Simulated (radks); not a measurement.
Q: Neutral oxygen, 8 electrons, occupied as [He] 2s2 2p3 7d1 (not the ground configuration). All-electron calculation, non-relativistic Kohn-Sham, LDA (Slater exchange, Perdew-Wang correlation), spin-polarised, spherical densities, point nucleus; open shells are filled with parallel spins first. Program: a radial shooting solver on a logarithmic mesh with Libxc functionals. Some entries of the table are withheld. Estimate them.

orbital  occ.  eigenvalue (hartree)  <r> (bohr)
1s up       1             -19.42718         (1)
1s down     1             -19.33447         (2)
2s up       1                   (3)       1.080
2s down     1                   (4)       1.123
2p up       3              -0.94783       1.084
2p down     0              -0.74098       1.177
7d up       1              -0.00891       62.61
7d down     0              -0.00795       53.53

A: 
(1) 1s up <r> (bohr): 0.2012
(2) 1s down <r> (bohr): 0.2003
(3) 2s up eigenvalue (hartree): -1.48858
(4) 2s down eigenvalue (hartree): -1.28374
